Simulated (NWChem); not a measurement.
Species: C$_{3}$HClF$_{2}$; SMILES ClC=C=C(F)F

Q: Give the equilibrium geometry at PBE-D3(BJ)/def2-SVP (NWChem) as a list of bonds and angles, with the point group.

A: point group Cs; any orientation.
Bonded distances (Å): F1–C2 1.328, C2–F3 1.328, C2–C4 1.316, C4–C5 1.314, C5–Cl6 1.750, C5–H7 1.104. Angles (°): F1–C2–F3 110.1, F1–C2–C4 124.9, F3–C2–C4 124.9, C2–C4–C5 179.4, C4–C5–Cl6 124.1, C4–C5–H7 123.8, Cl6–C5–H7 112.1.
